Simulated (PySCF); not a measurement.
Si(H)(Cl)(Et)(NH2) (C2H8ClNSi), SMILES CC[SiH](N)Cl.

Geometry: B3LYP-D3(BJ)/def2-SVP. One conformer was computed; it need not be the lowest.

All values below come from B3LYP-D3(BJ)/def2-SVP (PySCF).

Frequencies are harmonic and unscaled.

Computed harmonic wavenumbers and intensities:
| mode | ν (cm⁻¹) | IR (km/mol) | moving atoms (share of kinetic energy) |
|---|---|---|---|
| 1 | 73 | 0.3 | H 43 %, C 39 % |
| 2 | 135 | 1.7 | C 27 %, H 21 %, Cl 21 %, Si 17 %, N 13 % |
| 3 | 184 | 0.2 | H 74 %, Si 11 %, N 9 % |
| 4 | 215 | 8.9 | H 34 %, N 30 %, Cl 16 %, C 13 % |
| 5 | 236 | 11.6 | H 77 %, C 16 % |
| 6 | 291 | 10.7 | H 32 %, C 22 %, Si 20 %, Cl 18 %, N 9 % |
| 7 | 331 | 10.2 | H 53 %, C 21 %, Cl 11 % |
| 8 | 457 | 107.0 | H 62 %, N 28 % |
| 9 | 528 | 178.2 | Si 49 %, Cl 28 %, H 14 % |
| 10 | 634 | 14.4 | H 88 %, C 11 % |
| 11 | 670 | 34.6 | C 43 %, Si 26 %, H 26 % |
| 12 | 766 | 19.9 | H 81 %, C 11 % |
| 13 | 833 | 130.7 | H 89 %, Si 9 % |
| 14 | 866 | 63.5 | N 44 %, Si 29 %, H 26 % |
| 15 | 920 | 134.8 | H 74 %, Si 13 %, N 12 % |
| 16 | 977 | 6.9 | H 73 %, C 25 % |
| 17 | 986 | 24.5 | H 80 %, C 14 % |
| 18 | 1043 | 31.7 | C 65 %, H 35 % |
| 19 | 1245 | 1.3 | H 79 %, C 21 % |
| 20 | 1265 | 5.3 | H 60 %, C 39 % |
| 21 | 1398 | 0.8 | H 82 %, C 18 % |
| 22 | 1431 | 4.2 | H 92 %, C 8 % |
| 23 | 1475 | 6.4 | H 97 % |
| 24 | 1478 | 4.7 | H 96 % |
| 25 | 1548 | 48.0 | H 90 %, N 10 % |
| 26 | 2251 | 119.7 | H 97 % |
| 27 | 3027 | 37.6 | H 97 % |
| 28 | 3028 | 4.6 | H 94 % |
| 29 | 3075 | 3.5 | H 91 %, C 9 % |
| 30 | 3102 | 24.9 | H 91 %, C 9 % |
| 31 | 3114 | 22.2 | H 91 %, C 9 % |
| 32 | 3558 | 27.6 | H 96 % |
| 33 | 3648 | 27.8 | H 91 %, N 9 % |
